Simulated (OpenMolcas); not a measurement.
# Lines of Cu+: computed and rescaled rates

- Program: OpenMolcas
- Method: SS-CASPT2, IPEA 0.25 Eh, imaginary shift 0.1 Eh (closed shells correlated: 3s 3p)
- Basis: ANO-RCC-VTZP [6s5p3d2f1g]
- Scalar Hamiltonian: DKH2, point nucleus
- Active space: 10 electrons in 11 orbitals (3d 4s 4d)
- State averaging: 2S+1 = 1 even, 6 roots; 2S+1 = 3 even, 5 roots kept (CI in the orbitals of an earlier block)
- Spin-orbit coupling: RASSI with atomic mean-field integrals over the reference wave functions, term energies averaged over their components

Rates come from the transition moments of the reference wave functions (E1 and E2 in the length form). At fixed line strength A goes as λ^-3 for E1 and M1 and as λ^-5 for E2, so a rate at the computed wavelength can be rescaled to the measured one. Measured vacuum wavelengths follow from level energies in NIST Handbook of Basic Atomic Spectroscopic Data. Branching counts decays inside the model space alone, at computed energies, and the table is only a selection of the E2 and M1 lines, drawn from those between levels with measured partners whose computed energy lies within a factor of 1.5 of the measured one.

```json
{"Upper": "3d9 4s 1D2", "Lower": "3d10 1S0", "Type": "E2", "λ computed (nm)": "410.9", "λ measured (nm)": "380.7", "A computed (s-1)": "1.37e+00", "A rescaled (s-1)": "2.01e+00", "Branching %": "85.6"}
{"Upper": "3d9 4s 1D2", "Lower": "3d9 4s 3D3", "Type": "M1", "λ computed (nm)": "2451", "λ measured (nm)": "2306", "A computed (s-1)": "1.93e-01", "A rescaled (s-1)": "", "Branching %": "12.1"}
{"Upper": "3d9 4s 3D2", "Lower": "3d10 1S0", "Type": "E2", "λ computed (nm)": "472.8", "λ measured (nm)": "437.7", "A computed (s-1)": "8.58e-02", "A rescaled (s-1)": "", "Branching %": "84.4"}
{"Upper": "3d9 4s 3D1", "Lower": "3d9 4s 3D2", "Type": "M1", "λ computed (nm)": "8393", "λ measured (nm)": "8686", "A computed (s-1)": "6.10e-02", "A rescaled (s-1)": "5.50e-02", "Branching %": "100.0"}
{"Upper": "3d9 4s 1D2", "Lower": "3d9 4s 3D1", "Type": "M1", "λ computed (nm)": "5007", "λ measured (nm)": "4413", "A computed (s-1)": "2.18e-02", "A rescaled (s-1)": "", "Branching %": "1.4"}
{"Upper": "3d9 4s 3D2", "Lower": "3d9 4s 3D3", "Type": "M1", "λ computed (nm)": "11220", "λ measured (nm)": "10890", "A computed (s-1)": "1.59e-02", "A rescaled (s-1)": "1.74e-02", "Branching %": "15.6"}
{"Upper": "3d9 4s 1D2", "Lower": "3d9 4s 3D2", "Type": "M1", "λ computed (nm)": "3136", "λ measured (nm)": "2926", "A computed (s-1)": "1.46e-02", "A rescaled (s-1)": "", "Branching %": "0.9"}
```

Spin-changing lines and M1 lines between different terms are not rescaled, since their strength hangs on the term gaps too.

The largest correction is for 3d9 4s 1D2 → 3d10 1S0 (E2): 1.37e+00 × (410.9 / 380.7)^5 = 2.01e+00 s-1, a factor of 1.46.

The computed rate and branching of 3d9 4s 3D1 → 3d9 4s 3D2 give the upper level a radiative lifetime of 1.000 / 6.10e-02 s-1 = 1.64e+01 s, counting decays inside the model space alone. The rescaled rate gives about 1.8e+01 s.

These are rates of the free ion; in crystals, glasses and complexes forced electric-dipole and non-radiative decay shorten such lifetimes by orders of magnitude. No measured rate stands beside these. Rescaling mends the energy factor alone: line strengths can still be far off where a level mixes with configurations outside the active space, and weak or spin-changing lines hang on small mixing coefficients that depend on the term gaps too, so rescaling need not improve them.

Terms from blocks run as CI alone lack orbitals of their own. Active for correlation alone: 4d; no level in the range computed is led by a configuration that fills it, so any true level of that kind is missing. Computed and measured levels are paired by configuration, term and J; levels that our copy of the source lacks, or whose pairing is in doubt (as where it misses far off the trend of its configuration), stay unpaired. Levels of configurations outside the active space are missing.
